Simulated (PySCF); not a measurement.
A structure optimised at PBE0-D3(BJ)/def2-SVP (Å):
```
atom  x, y, z in Å
C1    -2.7651   -0.9731   -0.8028
C2    -1.8219   -0.2257   -0.2175
C3    -2.1344    1.1149    0.3798
C4    -0.3969   -0.7227   -0.1250
C5    -0.0290   -1.1639    1.2963
Se6    1.9251   -1.3236    1.3311
C7     2.0408   -0.3465   -0.3905
C8     3.1904    0.6403   -0.4055
C9     0.6667    0.2823   -0.5652
H10   -3.8053   -0.6400   -0.8602
H11   -2.5266   -1.9447   -1.2451
H12   -3.2132    1.3209    0.3563
H13   -1.7971    1.1835    1.4270
H14   -1.6238    1.9240   -0.1679
H15   -0.3061   -1.6084   -0.7766
H16   -0.4871   -2.1280    1.5547
H17   -0.3374   -0.4194    2.0448
H18    2.1965   -1.1104   -1.1689
H19    3.0693    1.3978    0.3841
H20    4.1583    0.1410   -0.2486
H21    3.2383    1.1565   -1.3789
H22    0.6068    1.1912    0.0585
H23    0.5126    0.5923   -1.6129
```

Neutral, closed shell.

**Question.** Which heavy atoms are bonded, and with what formal order?

**Answer.** C1–C2 1.34 Å (double); C2–C3 1.50 Å (single); C2–C4 1.51 Å (single); C4–C5 1.53 Å (single); C5–Se6 1.96 Å (single); Se6–C7 1.98 Å (single); C7–C8 1.52 Å (single); C7–C9 1.52 Å (single); C4–C9 1.53 Å (single). Bonds to hydrogen (Å): C1–H10 1.09; C1–H11 1.09; C3–H12 1.10; C3–H13 1.10; C3–H14 1.10; C4–H15 1.10; C5–H16 1.10; C5–H17 1.10; C7–H18 1.10; C8–H19 1.10; C8–H20 1.10; C8–H21 1.10; C9–H22 1.10; C9–H23 1.10.

**Question.** Which species is it?

**Answer.** `C=C(C)[C@@H]1C[Se][C@H](C)C1`, C8H14Se. Among its features: C=C double bond and selenium bound to carbon.

**Question.** Name the point group.

**Answer.** C1 (no symmetry element, even within 0.4 Å).

**Question.** Which rings does it hold (smallest set)?

**Answer.** C4–C5–Se6–C7–C9 (5 members, 0.20 Å rms from planarity).

**Question.** Describe the place of each heavy atom.

**Answer.** C1: terminal =CH2 carbon; C2: fully substituted alkene carbon; C3: allylic carbon; C4: allylic carbon; C5: sp3 carbon bound to selenium; Se6: selenium bonded to 2 C; C7: sp3 carbon bound to selenium; C8: methyl carbon; C9: ring CH2 carbon.

**Question.** What is the arrangement about Se6?

**Answer.** It has 2 neighbours (C5, C7) and is bent (angle 90.1°).

**Question.** What is the arrangement about C5?

**Answer.** It has 4 neighbours (C4, Se6, H16, H17) and is tetrahedral (angles from 106.2° to 111.8°).

These are computed values.
